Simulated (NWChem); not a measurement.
Species: C5H8NO, doublet; SMILES CN1CC[CH]C1=O

```xyz
15

C      1.2791     1.6606    -0.1475
N      0.5480     0.4204    -0.0837
C      1.2002    -0.8756    -0.0460
C      0.0297    -1.8993     0.0181
C     -1.1901    -1.0450     0.0078
C     -0.8425     0.3690    -0.0547
O     -1.5864     1.3467    -0.0788
H      0.5470     2.4710    -0.1648
H      1.9356     1.7829     0.7257
H      1.8997     1.7125    -1.0533
H      1.8258    -1.0240    -0.9381
H      1.8619    -0.9545     0.8286
H      0.0908    -2.5255     0.9203
H      0.0564    -2.5961    -0.8324
H     -2.2129    -1.3965     0.0416
```
Atoms are numbered in this order, from 1.

Level: B3LYP/6-31G* (spherical d), spin-unrestricted (NWChem), optimised geometry, unscaled harmonic frequencies. B3LYP is NWChem's, with the RPA form of VWN correlation.

```json
[
 {"frequency (cm⁻¹)": "40", "IR intensity (km/mol)": "0.3"},
 {"frequency (cm⁻¹)": "134", "IR intensity (km/mol)": "3.5"},
 {"frequency (cm⁻¹)": "172", "IR intensity (km/mol)": "2.7"},
 {"frequency (cm⁻¹)": "196", "IR intensity (km/mol)": "0.0"},
 {"frequency (cm⁻¹)": "303", "IR intensity (km/mol)": "6.5"},
 {"frequency (cm⁻¹)": "469", "IR intensity (km/mol)": "4.3"},
 {"frequency (cm⁻¹)": "508", "IR intensity (km/mol)": "11.3"},
 {"frequency (cm⁻¹)": "651", "IR intensity (km/mol)": "3.0"},
 {"frequency (cm⁻¹)": "688", "IR intensity (km/mol)": "13.6"},
 {"frequency (cm⁻¹)": "692", "IR intensity (km/mol)": "20.5"},
 {"frequency (cm⁻¹)": "812", "IR intensity (km/mol)": "8.1"},
 {"frequency (cm⁻¹)": "830", "IR intensity (km/mol)": "0.4"},
 {"frequency (cm⁻¹)": "931", "IR intensity (km/mol)": "1.9"},
 {"frequency (cm⁻¹)": "1014", "IR intensity (km/mol)": "9.1"},
 {"frequency (cm⁻¹)": "1033", "IR intensity (km/mol)": "0.1"},
 {"frequency (cm⁻¹)": "1062", "IR intensity (km/mol)": "24.8"},
 {"frequency (cm⁻¹)": "1156", "IR intensity (km/mol)": "0.5"},
 {"frequency (cm⁻¹)": "1162", "IR intensity (km/mol)": "17.1"},
 {"frequency (cm⁻¹)": "1202", "IR intensity (km/mol)": "1.7"},
 {"frequency (cm⁻¹)": "1244", "IR intensity (km/mol)": "1.1"},
 {"frequency (cm⁻¹)": "1264", "IR intensity (km/mol)": "14.3"},
 {"frequency (cm⁻¹)": "1304", "IR intensity (km/mol)": "41.6"},
 {"frequency (cm⁻¹)": "1339", "IR intensity (km/mol)": "45.6"},
 {"frequency (cm⁻¹)": "1365", "IR intensity (km/mol)": "20.0"},
 {"frequency (cm⁻¹)": "1438", "IR intensity (km/mol)": "49.5"},
 {"frequency (cm⁻¹)": "1462", "IR intensity (km/mol)": "12.0"},
 {"frequency (cm⁻¹)": "1498", "IR intensity (km/mol)": "5.9"},
 {"frequency (cm⁻¹)": "1521", "IR intensity (km/mol)": "8.8"},
 {"frequency (cm⁻¹)": "1537", "IR intensity (km/mol)": "8.7"},
 {"frequency (cm⁻¹)": "1564", "IR intensity (km/mol)": "2.0"},
 {"frequency (cm⁻¹)": "1757", "IR intensity (km/mol)": "279.2"},
 {"frequency (cm⁻¹)": "3012", "IR intensity (km/mol)": "14.0"},
 {"frequency (cm⁻¹)": "3019", "IR intensity (km/mol)": "74.2"},
 {"frequency (cm⁻¹)": "3024", "IR intensity (km/mol)": "70.7"},
 {"frequency (cm⁻¹)": "3029", "IR intensity (km/mol)": "2.4"},
 {"frequency (cm⁻¹)": "3048", "IR intensity (km/mol)": "60.5"},
 {"frequency (cm⁻¹)": "3062", "IR intensity (km/mol)": "35.1"},
 {"frequency (cm⁻¹)": "3158", "IR intensity (km/mol)": "1.4"},
 {"frequency (cm⁻¹)": "3265", "IR intensity (km/mol)": "4.2"}
]
```

| Item | Value |
|---|---|
| zero-point energy | 78.5 kcal/mol |
| thermal correction to the enthalpy at 298.15 K (with zero-point energy) | 83.7 kcal/mol |
| heat capacity Cv | 25.0 cal/(mol K) |
| entropy at 298.15 K and 1 atm (symmetry number 1, electronic part: spin degeneracy alone) | 85.8 cal/(mol K) |
| dipole moment | 4.18 D |

Rigid rotor and harmonic oscillator; modes under 100 cm⁻¹ make the entropy uncertain.
